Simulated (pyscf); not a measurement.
Optimised with ωB97X-D3(BJ)/def2-SVP in PySCF.

Problem. For the elementary gas-phase step H₃Si–Cl + S=In–Cl → H₃Si–S–In(Cl)–Cl (singlet surface; Cl–Si broken, Cl–In, S–Si formed), what barrier and reaction energy does ωB97M-D3(BJ)/def2-TZVP give, measured from the separated reactants?

Solution. ΔE‡ = 0.07 eV, ΔE = -1.64 eV. Zero-point energy shifts the barrier by +0.02 eV. It is an addition across a multiple bond or ene-type step, with an imaginary mode of 186i cm⁻¹. On the reactant side the descent ends in an adduct with a Cl–In contact, 0.42 eV under the separated species and 0.24 eV under the saddle at ωB97X-D3(BJ)/def2-TZVP. What is counted as formed (Cl–In) is already present as a longer contact in the reactant adduct; forming that adduct is a step of its own. At ωB97X-D3(BJ)/def2-TZVP the barrier from the zero used here is -0.18 eV. This is the saddle that the search found; another between the same sides may lie lower. Elements past Kr carry the def2 core potentials, without spin-orbit coupling.
